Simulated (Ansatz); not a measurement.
cis-Zn(OH)2(NH3)4 (ZnN₄O₂H₁₄). Charge 0, multiplicity 1. Geometry B3LYP-D4/def2-SVP, basis def2-TZVP, Ansatz.

```
atom   x (Å)   y (Å)   z (Å)
  N1  -0.398  -0.923   1.912
  N2  -1.745   1.238  -0.414
  N3  -0.726  -1.870  -1.197
  N4   1.265   1.793   0.847
  O5   0.232   0.525  -1.986
  O6   1.825  -0.815   0.517
 Zn7   0.092   0.013  -0.056
  H8   1.119   0.658  -2.341
  H9  -0.507  -0.464   2.816
 H10   0.571  -1.277   1.808
 H11  -1.044  -1.709   1.867
 H12   2.396  -1.171  -0.175
 H13  -1.802   2.137   0.063
 H14  -2.690   0.881  -0.546
 H15  -1.287   1.372  -1.334
 H16  -0.421  -1.205  -1.938
 H17  -1.623  -2.283  -1.449
 H18  -0.036  -2.620  -1.146
 H19   1.259   2.303   1.730
 H20   1.595   2.425   0.119
 H21   1.927   0.991   0.905
```

```tsv
run	HOMO (eV)	LUMO (eV)
A	-4.67	0.28
B	-5.28	0.53
C	-4.32	-0.39
D	-4.41	-0.37
E	-8.38	1.80
F	-5.98	0.45
```

Another isomer (singlet) lies 0.49 eV lower at PBE0-D4/def2-TZVP; other spin states weren't run for this one.

**Question.** The runs used BLYP, PBE, PBE0, r2SCAN, r2SCANh, ωB97M-V. Estimate which is which.

**Answer.** A r2SCAN (0 % exact exchange); B r2SCANh (10 % exact exchange); C BLYP (0 % exact exchange); D PBE (0 % exact exchange); E ωB97M-V (range-separated); F PBE0 (25 % exact exchange). Exact exchange lowers occupied and raises empty levels; among semilocal functionals meta-GGAs tend to open the gap a little, and such runs are hard to tell apart. The gap grows from 3.93 eV (BLYP) to 10.19 eV (ωB97M-V).
